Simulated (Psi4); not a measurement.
Cl$_{2}$Si, charge +1, doublet, geometry from GFN2-xTB (a state made from the parent by changing its charge; the spin is typed, not shown lowest); Psi4 with CCSD(T)/6-31G*.

Here is a job for Psi4.
```
memory 2 GB

molecule mol {
1 2
Si    0.000867    0.003477    0.529362
Cl    1.150751    1.375041   -0.228899
Cl   -1.151465   -1.377904   -0.207046
}

set {
  basis 6-31g*
  reference uhf
  cc_type df
  mp2_type df
  scf_type df
}

energy('ccsd(t)')
print_variables()
```

The log (banner, timings and long lists left out):

```
Traceback (most recent call last):
  File "psi4", line 375, in <module>
  File "<string>", line 27, in <module>
  File "site-packages/psi4/driver/driver.py", line 461, in energy
  File "site-packages/psi4/driver/task_planner.py", line 255, in task_planner
  File "site-packages/psi4/driver/driver_util.py", line 222, in negotiate_derivative_type
  File "site-packages/psi4/driver/driver_util.py", line 344, in highest_analytic_derivative_available

psi4.driver.p4util.exceptions.MissingMethodError: Method=ccsd(t) is not available for any derivative level under conditions CC_TYPE=DF, REFERENCE=UHF, FREEZE_CORE=FALSE, QC_MODULE=(auto). See https://psicode.org/psi4manual/master/introduction.html#ss-ccsd-prt-pr. Or did you mean? ccsd(at) a-ccsd(t) ccsd(t)_l bccd(t) qcisd(t)

Printing out the relevant lines from the Psithon --> Python processed input file:
    core.set_global_option("BASIS", "6-31g*")
    core.set_global_option("REFERENCE", "uhf")
    core.set_global_option("CC_TYPE", "df")
    core.set_global_option("MP2_TYPE", "df")
    core.set_global_option("SCF_TYPE", "df")
--> energy('ccsd(t)')
    print_variables()

!----------------------------------------------------------------------------------!
!                                                                                  !
!  Method=ccsd(t) is not available for any derivative level under conditions       !
!     CC_TYPE=DF, REFERENCE=UHF, FREEZE_CORE=FALSE, QC_MODULE=(auto). See          !
!     https://psicode.org/psi4manual/master/introduction.html#ss-ccsd-prt-pr. Or   !
!     did you mean? ccsd(at) a-ccsd(t) ccsd(t)_l bccd(t) qcisd(t)                  !
!                                                                                  !
!----------------------------------------------------------------------------------!
```

The input was rejected before any calculation.
